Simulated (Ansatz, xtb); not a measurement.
# CH5FSeSi: which of two isomers lies lower

We compare a, `C[Si@H](F)[SeH]`, a singlet, with b, `C[Se][SiH2]F`, a singlet. Both are isolated molecules in the gas phase, relaxed with B3LYP-D3(BJ)/def2-SVP; the shapes shown needn't be the lowest conformers.

a (Å):

```xyz
9

C    -0.0193    1.7395   -1.1680
F     0.2116   -1.0359   -1.6252
Se    0.8441    0.6512   -4.3277
Si   -0.2823    0.3333   -2.3648
H    -0.3804    2.6858   -1.5994
H    -0.5601    1.5501   -0.2266
H    -1.6997    0.1377   -2.7612
H     1.0506    1.8525   -0.9316
H     2.0773    1.0838   -3.6400
```

b (Å):

```xyz
9

C    -1.2777    1.4538   -1.4279
F     0.9529    0.4259   -4.2246
Se    0.5248    2.2628   -1.5755
Si    1.4889    0.5426   -2.6882
H    -1.7136    1.3219   -2.4255
H    -1.2211    0.4933   -0.8997
H    -1.8876    2.1583   -0.8483
H     1.1488   -0.7503   -2.0384
H     2.9486    0.8101   -2.7164
```

Problem. Estimate which is lower in electronic energy at CCSD(T)/def2-SVP + ΔMP2/def2-TZVPP, and by roughly how much.

Solution. The CCSD(T)/def2-SVP + ΔMP2/def2-TZVPP calculation puts structure a lower, by 0.575 eV.

The same difference at several levels:

```tsv
level	geometry	E(b) − E(a) (eV)	departure from the last row (eV)	job, with rough time for the two
B3LYP-D3(BJ)/def2-SVP	B3LYP-D3(BJ)/def2-SVP	+0.596	+0.021	optimisation, 2.3 min
HF/def2-SVP	B3LYP-D3(BJ)/def2-SVP	+0.627	+0.051	part of the CCSD(T) run
MP2/def2-SVP	B3LYP-D3(BJ)/def2-SVP	+0.637	+0.061	part of the CCSD(T) run
CCSD(T)/def2-SVP	B3LYP-D3(BJ)/def2-SVP	+0.623	+0.048	single point
CCSD(T)/def2-SVP + ΔMP2/def2-TZVPP	B3LYP-D3(BJ)/def2-SVP	+0.575		single point, 34 s
```

As drawn, b has 1 C–Se, 1 Si–H in place of 1 C–Si, 1 Se–H.

The levels shown agree on the order. The largest departure from CCSD(T)/def2-SVP + ΔMP2/def2-TZVPP is that of MP2/def2-SVP, 0.061 eV. Levels run at GFN2-xTB geometries aren't shown. The last row adds to CCSD(T) the change of the MP2 difference between the two basis sets, here −0.048 eV.

With harmonic frequencies from B3LYP-D3(BJ)/def2-SVP (ideal gas, rigid rotor, one conformer each, 298.15 K, 1 atm): the zero-point term adds +0.037 eV; ΔH is +0.610 and ΔG +0.592 eV.

The correlated steps freeze 16 core orbitals; the filled d shell of Se is correlated, in a basis made for valence electrons. Programs: Ansatz 0.2.0; the last row on 2 threads of Arm Neoverse V1 on a shared host.
